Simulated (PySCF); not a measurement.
A series of related molecules.

All values: wB97X-D/def2-SVPD (PySCF) at PBE0-D3(BJ)/def2-SVP geometries, gas phase, one conformer each. Core orbitals are frozen in the response; Δα² is half the sum of the squared differences of the principal polarisabilities. The calculation is non-relativistic, for germanium too.

Question: Rank by dipole moment, highest first.
A. `[GeH3:1][O:2][SiH:3]1[NH:4][SiH2:5][NH:6][SiH2:7][NH:8]1` with Ge1–O2–Si3–N4 -128°, O2–Si3–N4–Si5 -154°, Si3–N4–Si5–N6 7°, N4–Si5–N6–Si7 36°, Si5–N6–Si7–N8 -38°
B. `[CH3:1]/[N:2]=[CH:3]/[SiH:4]1[NH:5][SiH2:6][NH:7][SiH2:8][NH:9]1` with N2–C3–Si4–N5 -2°, C3–Si4–N5–Si6 160°, Si4–N5–Si6–N7 -4°, N5–Si6–N7–Si8 -44°, Si6–N7–Si8–N9 42°
C. `[NH2:1][C:2](=[O:3])[SiH:4]1[NH:5][SiH2:6][NH:7][SiH2:8][NH:9]1` with N1–C2–Si4–N5 -22°, C2–Si4–N5–Si6 -98°, Si4–N5–Si6–N7 -49°, N5–Si6–N7–Si8 48°, Si6–N7–Si8–N9 -9°
D. `[O:1]=[C:2]([OH:3])[SiH:4]1[NH:5][SiH2:6][NH:7][SiH2:8][NH:9]1` with O1–C2–O3–H 0°, O1–C2–Si4–N5 -136°, C2–Si4–N5–Si6 151°, Si4–N5–Si6–N7 -3°, N5–Si6–N7–Si8 -44°, Si6–N7–Si8–N9 43°

Answer: C (3.88 D), B (2.05 D), D (1.51 D), A (1.30 D).

Question: Rank by HOMO–LUMO gap, highest first.
A. `N1[SiH2]N[SiH](N[SiH2]1)C(O)=O`
B. `NC(=O)[SiH]1N[SiH2]N[SiH2]N1`
C. `C/N=C/[SiH]1N[SiH2]N[SiH2]N1`
D. `[GeH3][O][SiH]1N[SiH2]N[SiH2]N1`

Answer: D (10.71 eV), A (10.36 eV), B (10.08 eV), C (9.84 eV).

Question: Rank by HOMO energy, highest first.
A. `NC(=O)[SiH]1N[SiH2]N[SiH2]N1`
B. `[SiH]1(N[SiH2]N[SiH2]N1)[O][GeH3]`
C. `O=C(O)[SiH]1N[SiH2]N[SiH2]N1`
D. `C/N=C/[SiH]1N[SiH2]N[SiH2]N1`

Answer: A (-8.63 eV), D (-8.99 eV), B (-9.11 eV), C (-9.32 eV).

All values together:

```
                         SMILES      formula  μ (D)  HOMO (eV)  LUMO (eV)  α (Å³)  Δα (Å³)  electrons  α per electron (Å³)  ΔSCF removal energy (eV)
   C/N=C/[SiH]1N[SiH2]N[SiH2]N1   C2H12N4Si3   2.05      -8.99       0.85   18.95     5.94         94                0.202                      9.01
   O=C(O)[SiH]1N[SiH2]N[SiH2]N1   CH9N3O2Si3   1.51      -9.32       1.05   16.60     4.19         94                0.177                      9.40
   NC(=O)[SiH]1N[SiH2]N[SiH2]N1   CH10N4OSi3   3.88      -8.63       1.45   17.23     3.88         94                0.183                      8.74
[GeH3][O][SiH]1N[SiH2]N[SiH2]N1  GeH11N3OSi3   1.30      -9.11       1.60   18.73     4.56        114                0.164                      9.16
```

Conformers: `[CH3:1]/[N:2]=[CH:3]/[SiH:4]1[NH:5][SiH2:6][NH:7][SiH2:8][NH:9]1` with N2–C3–Si4–N5 -2°, C3–Si4–N5–Si6 160°, Si4–N5–Si6–N7 -4°, N5–Si6–N7–Si8 -44°, Si6–N7–Si8–N9 42°; `[O:1]=[C:2]([OH:3])[SiH:4]1[NH:5][SiH2:6][NH:7][SiH2:8][NH:9]1` with O1–C2–O3–H 0°, O1–C2–Si4–N5 -136°, C2–Si4–N5–Si6 151°, Si4–N5–Si6–N7 -3°, N5–Si6–N7–Si8 -44°, Si6–N7–Si8–N9 43°; `[NH2:1][C:2](=[O:3])[SiH:4]1[NH:5][SiH2:6][NH:7][SiH2:8][NH:9]1` with N1–C2–Si4–N5 -22°, C2–Si4–N5–Si6 -98°, Si4–N5–Si6–N7 -49°, N5–Si6–N7–Si8 48°, Si6–N7–Si8–N9 -9°; `[GeH3:1][O:2][SiH:3]1[NH:4][SiH2:5][NH:6][SiH2:7][NH:8]1` with Ge1–O2–Si3–N4 -128°, O2–Si3–N4–Si5 -154°, Si3–N4–Si5–N6 7°, N4–Si5–N6–Si7 36°, Si5–N6–Si7–N8 -38°.
